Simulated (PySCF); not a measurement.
CH8N2Si2, SMILES C1N[Si@@H]([SiH2]1)N.

Coordinates come from a PBE0-D3(BJ)/def2-SVP optimisation. The structure was generated by enumeration; whether it is a known compound was not checked. The values are those of a single conformer.

Method: PBE/def2-TZVP in PySCF.

The molecule is in vacuum.

| Quantity | Value |
|---|---|
| total energy | -731.02623 hartree |
| highest occupied level | -5.32 eV |
| lowest empty level | -0.53 eV |
| orbital gap | 4.79 eV |
| dipole moment | 1.38 D |
| quadrupole, principal values (traceless, Buckingham form, about the centre of nuclear charge) | -4.18, -2.20, 6.38 D·Å |
| mean static polarisability | 84.3 bohr³ (12.49 Å³) |
| polarisability, principal values | 72.0, 80.6, 100.4 bohr³ |
